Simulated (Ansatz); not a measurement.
Geometry optimisation, Ansatz, RKS B3LYP-D4/def2-mTZVP.

The input (input.yaml):

```yaml
crystal:
  periodic: [false, false, false]
  atoms:
    - { symbol: Si, position_ang: [-0.63451, 0.182123, -0.508714] }
    - { symbol: H, position_ang: [1.10127, -1.082106, 1.172789] }
    - { symbol: H, position_ang: [0.105254, -0.923109, -1.143504] }
    - { symbol: H, position_ang: [-1.235408, -0.248467, 0.766225] }
    - { symbol: H, position_ang: [-1.672252, 0.70168, -1.420806] }
    - { symbol: H, position_ang: [1.50071, -0.519691, 1.215204] }
    - { symbol: Br, position_ang: [0.834935, 1.88947, -0.081294] }
basis:
  gaussian: { orbitals: def2-mTZVP }
hamiltonian:
  xc: b3lyp
  dispersion: d4
relax:
  f_tol: 0.03
  max_steps: 50
output:
  orbitals: {}
```

Run as:

```bash
$ ansatz run input.yaml --threads 2 --pin off --max-ram 3072MiB --backend cpu --events-out ev --progress --plain --runs-dir out
```

Problem. Where does it end, and by what steps?

Solution. The run converged. The force dipped under the threshold on the way, but the program's further checks kept it going. After 10 steps the energy has fallen by 0.183 eV; H2 moved furthest, 0.84 Å.

```
step  energy less start (eV)  largest force component (eV/Å)  accepted
   0                  0.0000                           1.855       yes
   1                 -0.1320                           0.206       yes
   2                 -0.1670                           0.076       yes
   3                 -0.1793                           0.057       yes
   4                 -0.1801                           0.079       yes
   5                 -0.1829                           0.026       yes
   6                 -0.1831                           0.049       yes
   7                 -0.1833                           0.038       yes
   8                 -0.1833                           0.020       yes
   9                 -0.1834                           0.035       yes
  10                 -0.1834                           0.027       yes
```

```xyz
7
Properties=species:S:1:pos:R:3
Si -0.800 0.310 -0.670
H 1.667 -1.441 1.679
H -0.074 -0.806 -1.308
H -1.409 -0.130 0.600
H -1.833 0.842 -1.582
H 1.780 -0.727 1.505
Br 0.669 1.952 -0.224
```

Time of the run: 25 s on 2 threads of Arm Neoverse N1, with other jobs on the host, peak memory 0.14 GiB.
